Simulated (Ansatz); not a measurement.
Geometry optimisation, RKS r2SCAN-D4/def2-SVP in Ansatz 0.2.0.

input.yaml

```yaml
crystal:
  periodic: [false, false, false]
  atoms:
    - { symbol: Si, position_ang: [-0.336667, 0.94635, 0.364219] }
    - { symbol: S, position_ang: [1.373522, -0.134036, -2.431898] }
    - { symbol: O, position_ang: [-1.225076, 1.384696, -0.826993] }
    - { symbol: H, position_ang: [0.142866, 0.441743, -2.376373] }
    - { symbol: H, position_ang: [0.756299, 1.832193, 0.899034] }
    - { symbol: Si, position_ang: [-0.618723, -1.077073, 1.531376] }
    - { symbol: H, position_ang: [1.962669, 1.080223, -2.516508] }
    - { symbol: H, position_ang: [0.709648, -1.612816, 1.956187] }
    - { symbol: H, position_ang: [-1.322033, -2.049675, 0.649075] }
    - { symbol: H, position_ang: [-1.442506, -0.811505, 2.751881] }
basis:
  gaussian: { orbitals: def2-SVP }
hamiltonian:
  xc: r2scan
  dispersion: d4
relax:
  f_tol: 0.03
  max_steps: 50
```

Run as:

```bash
$ ansatz run input.yaml --threads 2 --pin off --max-ram 3072MiB --backend cpu --events-out ev --progress --plain --runs-dir out
```

Q: Where does it end, and by what steps?

A: The run converged. After 24 steps the energy has fallen by 0.234 eV; H4 moved furthest, 0.87 Å.

| step | energy less start (eV) | largest force component (eV/Å) | accepted |
| --- | --- | --- | --- |
| 0 | 0.0000 | 0.231 | yes |
| 1 | -0.0610 | 0.539 | yes |
| 2 | -0.1033 | 0.593 | yes |
| 3 | -0.1573 | 0.684 | yes |
| 4 | -0.1814 | 0.542 | yes |
| 5 | -0.1957 | 0.152 | yes |
| 6 | -0.1933 | 0.254 | no |
| 7 | -0.2061 | 0.076 | yes |
| 8 | -0.2148 | 0.126 | yes |
| 9 | -0.2147 | 0.207 | no |
| 10 | -0.2186 | 0.072 | yes |
| 11 | -0.2214 | 0.055 | yes |
| 12 | -0.2237 | 0.150 | yes |
| 13 | -0.2246 | 0.163 | yes |
| 14 | -0.2268 | 0.166 | yes |
| 15 | -0.2254 | 0.232 | no |
| 16 | -0.2290 | 0.089 | yes |
| 17 | -0.2308 | 0.059 | yes |
| 18 | -0.2316 | 0.104 | yes |
| 19 | -0.2323 | 0.063 | yes |
| 20 | -0.2330 | 0.039 | yes |
| 21 | -0.2317 | 0.110 | no |
| 22 | -0.2333 | 0.035 | yes |
| 23 | -0.2335 | 0.033 | yes |
| 24 | -0.2336 | 0.018 | yes |

```xyz
10
Properties=species:S:1:pos:R:3
Si -0.177 1.070 0.243
S 1.345 -0.019 -1.689
O -1.253 1.786 -0.612
H 0.211 -0.422 -2.311
H 1.039 1.775 0.786
Si -0.553 -1.000 1.306
H 1.299 1.188 -2.302
H 0.740 -1.600 1.766
H -1.192 -1.934 0.327
H -1.458 -0.844 2.485
```

Whether the end is a true minimum wasn't checked by a vibrational analysis.

The run took 98 s on 2 threads of Intel(R) Xeon(R) Platinum 8259CL CPU @ 2.50GHz (Skylake/Cascade Lake), on a shared host, peak memory 0.19 GiB.
